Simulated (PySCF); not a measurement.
Isomers of C4H7N3O2Si, mass 157.031 u with the commonest isotopes. The calculation used PBE0/pcSseg-1 in PySCF (dipole) on a GFN2-xTB geometry, gas phase. One conformer each, none proved a minimum here; rigid rotors.

Question: Order these by rotational constant A, largest first.
A. `[CH3:1][O:2][c:3]1[n:4][cH:5][n:6][n:7][c:8]1[O:9][SiH3:10]` with C1–O2–C3–N4 0°, N7–C8–O9–Si10 0°
B. `[OH:1][CH2:2][c:3]1[n:4][cH:5][n:6][n:7][c:8]1[O:9][SiH3:10]` with H–O1–C2–C3 0°, O1–C2–C3–N4 0°, N7–C8–O9–Si10 0°
C. `[CH3:1][O:2][C:3](=[O:4])[c:5]1[n:6][cH:7][n:8]([SiH3:9])[n:10]1` with C1–O2–C3–O4 0°, O2–C3–C5–N6 0°
D. `[CH3:1][c:2]1[n:3][cH:4][n:5][n:6][c:7]1[O:8][SiH2:9][OH:10]` with N6–C7–O8–Si9 3°, C7–O8–Si9–O10 24°, O8–Si9–O10–H -31°

Answer: C (3855 MHz), D (2166 MHz), A (1832 MHz), B (1794 MHz).

Question: Order these by radius of gyration √(Σ m r²/M), largest first.
A. `[CH3:1][c:2]1[n:3][cH:4][n:5][n:6][c:7]1[O:8][SiH2:9][OH:10]` with N6–C7–O8–Si9 3°, C7–O8–Si9–O10 24°, O8–Si9–O10–H -31°
B. `[CH3:1][O:2][C:3](=[O:4])[c:5]1[n:6][cH:7][n:8]([SiH3:9])[n:10]1` with C1–O2–C3–O4 0°, O2–C3–C5–N6 0°
C. `[CH3:1][O:2][c:3]1[n:4][cH:5][n:6][n:7][c:8]1[O:9][SiH3:10]` with C1–O2–C3–N4 0°, N7–C8–O9–Si10 0°
D. `[OH:1][CH2:2][c:3]1[n:4][cH:5][n:6][n:7][c:8]1[O:9][SiH3:10]` with H–O1–C2–C3 0°, O1–C2–C3–N4 0°, N7–C8–O9–Si10 0°

Answer: B (2.555 Å), D (2.333 Å), C (2.298 Å), A (2.265 Å).

Question: Order these by dipole moment, smallest first.
A. `[CH3:1][c:2]1[n:3][cH:4][n:5][n:6][c:7]1[O:8][SiH2:9][OH:10]` with N6–C7–O8–Si9 3°, C7–O8–Si9–O10 24°, O8–Si9–O10–H -31°
B. `[CH3:1][O:2][c:3]1[n:4][cH:5][n:6][n:7][c:8]1[O:9][SiH3:10]` with C1–O2–C3–N4 0°, N7–C8–O9–Si10 0°
C. `[OH:1][CH2:2][c:3]1[n:4][cH:5][n:6][n:7][c:8]1[O:9][SiH3:10]` with H–O1–C2–C3 0°, O1–C2–C3–N4 0°, N7–C8–O9–Si10 0°
D. `[CH3:1][O:2][C:3](=[O:4])[c:5]1[n:6][cH:7][n:8]([SiH3:9])[n:10]1` with C1–O2–C3–O4 0°, O2–C3–C5–N6 0°

Answer: C (1.58 D), A (2.57 D), B (2.78 D), D (3.54 D).

| SMILES | point group | Ia (u·Å²) | Ib (u·Å²) | Ic (u·Å²) | κ | μa (D) | μb (D) | μc (D) |
| --- | --- | --- | --- | --- | --- | --- | --- | --- |
| Cc1ncnnc1O[SiH2]O | C1 | 233.38 | 581.85 | 796.11 | -0.69 | 0.65 | 2.46 | 0.33 |
| OCc1ncnnc1O[SiH3] | Cs | 281.73 | 577.27 | 849.94 | -0.53 | 1.48 | 0.56 | 0.00 |
| COc1ncnnc1O[SiH3] | Cs | 275.88 | 558.17 | 825.01 | -0.52 | 1.52 | 2.33 | 0.00 |
| COC(=O)c1ncn([SiH3])n1 | Cs | 131.09 | 898.83 | 1020.72 | -0.96 | 3.13 | 1.66 | 0.00 |
